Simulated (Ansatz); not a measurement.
A run on BClH3Sb, SMILES `Cl[BH][SbH2]` with other settings.

```yaml
crystal:
  periodic: [false, false, false]
  atoms:
    - {symbol: Cl, position_ang: [-1.216416, -1.638215, 0.715885]}
    - {symbol: B, position_ang: [-0.153245, -0.929897, 0.112689]}
    - {symbol: Sb, position_ang: [0.891568, 1.040416, 0.457561]}
    - {symbol: H, position_ang: [0.312792, -1.550126, -1.100118]}
    - {symbol: H, position_ang: [1.033900, 1.271847, -1.090736]}
    - {symbol: H, position_ang: [-0.645451, 1.925412, 0.468763]}
basis:
  gaussian: {orbitals: def2-TZVPP}
total_charge: 1
magnetization: {spin_polarized: true, initial_magnetization: 1}
hamiltonian: {xc: {name: revPBE0}}
output: {forces: true}
```

```sh
$ ansatz run in.yaml --threads 2 --pin off --events-out ev --progress --plain --max-ram 4352MiB
```

Shortened log:

```
Functional definition: revPBE0
1112 factors; their error is unknown
mean field evaluation 1: about -19767.3934 eV, gradient 3.6e1 eV
mean field evaluation 2: about -19759.8967 eV, gradient 5.1e1 eV
mean field evaluation 4: about -19773.8290 eV, gradient 2.8e0 eV
mean field evaluation 8: about -19773.8752 eV, gradient 1.8e-1 eV
mean field evaluation 16: about -19774.0783 eV, gradient 7.0e-3 eV
mean field -19774.07825215 eV, -726.6839724148 hartree, gradient 5.4e-5 eV, S^2 0.761537; 0 other end points of the search recorded, 0 dependent functions left out
reference -19774.07829176 eV, -726.6839738704 hartree; 24, 23 occupied and 141, 142 virtual orbitals, 1112 factors
Total energy: -19774.07829176 eV, -726.6839738704 hartree
Atom 0 at    -1.216416    -1.638215     0.715885 Å, force   -11.751687    -7.417642     7.215710 eV/Å
Atom 1 at    -0.153245    -0.929897     0.112689 Å, force    11.653737     5.060163    -8.942607 eV/Å
Atom 2 at     0.891568     1.040416     0.457561 Å, force    -1.055765     0.463181     1.991705 eV/Å
Atom 3 at     0.312792    -1.550126    -1.100118 Å, force    -0.246134     1.726792     1.959536 eV/Å
Atom 4 at     1.033900     1.271847    -1.090736 Å, force     0.606871     0.538490    -2.393546 eV/Å
Atom 5 at    -0.645451     1.925412     0.468763 Å, force     0.792978    -0.370985     0.169201 eV/Å
Dipole moment:    -0.205308    -0.402058    -0.050988 e Å
```

Hardware: 2 threads of an Arm Neoverse V2 on a shared host. Wall time 4.6 s, peak host memory 0.43 GiB.
